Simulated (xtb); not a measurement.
ClPb, doublet, at a GFN2-xTB geometry (such geometries of metal compounds can be far from the true shape) (the spin is typed, not shown lowest). Base run: GFN2-xTB (xtb).

The xtb input:
```
$ xtb mol.xyz --gfn 2 --uhf 1 --json

# file mol.xyz
2

Pb    -0.00000000    -0.00000000    -0.43472468
Cl     0.00000000     0.00000000     2.09690730
```

Variants of this job, named by their change:

```
change           ΔE vs base (kcal/mol)  dipole (D)  G_solv (kcal/mol)  SCF cycles
---------------  ---------------------  ----------  -----------------  ----------
base                             0.000        6.03                  -          10
alpb = benzene                   -4.60        6.65              -5.12           9
alpb = ether                     -5.37        6.65              -5.89           9
acc = 0.0001                     0.000        6.03                  -          13
acc = 30                         0.000        6.03                  -           8
gbsa = methanol                  -6.91        7.07              -8.39           9
etemp = 10000                   -39.36        4.78                  -           9
acc = 1000                       0.011        6.12                  -           4
```

ALPB and GBSA are two models with their own fitted parameters for each solvent, which aren't always the measured dielectric constant.
